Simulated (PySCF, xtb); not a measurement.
Si(NHSiH3)(Me)(Cl)2 (CH7Cl2NSi2), SMILES [SiH3]N[Si](Cl)(C)Cl.

GFN2-xTB run with xtb at its own geometry gives an orbital gap of 5.47 eV and a dipole moment of 2.73 D.

Coordinates come from a PBE0-D3(BJ)/def2-SVP optimisation. Other conformers were not sampled.

### Question
What does PBE/def2-TZVP run with PySCF give? (Estimate from the structure and the level; the computed values follow.)

### Answer
gap 5.79 eV (levels -6.61 and -0.82 eV), dipole 1.81 D.
